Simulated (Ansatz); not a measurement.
Total energies of the cluster PbS2⁺ (the lowest doublet isomer of a short search) from Ansatz at PBE0-D4/def2-TZVP, gas phase (1 Eh = 27.2114 eV = 2625.5 kJ/mol). The reference geometry is relaxed at r2SCAN-D4/def2-TZVP.

```xyz
3

Pb    0.0647   -0.4491    1.5367
S     0.4033   -0.6380   -1.0388
S    -0.4680    1.0872   -0.4979
```

```
           state                        geometry  energy (Eh)
charge 1 doublet                       reference   -988.79740
charge 0 singlet                       reference   -989.05658
charge 1 quartet  relaxed at r2SCAN-D4/def2-TZVP   -988.72891
```

In the def2 sets Pb takes a core potential; there is no spin–orbit coupling.

(1) Work out the vertical electron affinity, to the singlet.

(2) Which of the charge 1 states is lowest, and how far above it are the others?

(1) E(charge 1 doublet) − E(charge 0 singlet) = -988.79740 − (-989.05658) = 0.25918 Eh = 7.05 eV.

(2) The doublet. quartet: -988.72891 − (-988.79740) = 0.06849 Eh = 179.8 kJ/mol.

The structure comes from a short search, and lower isomers may exist.
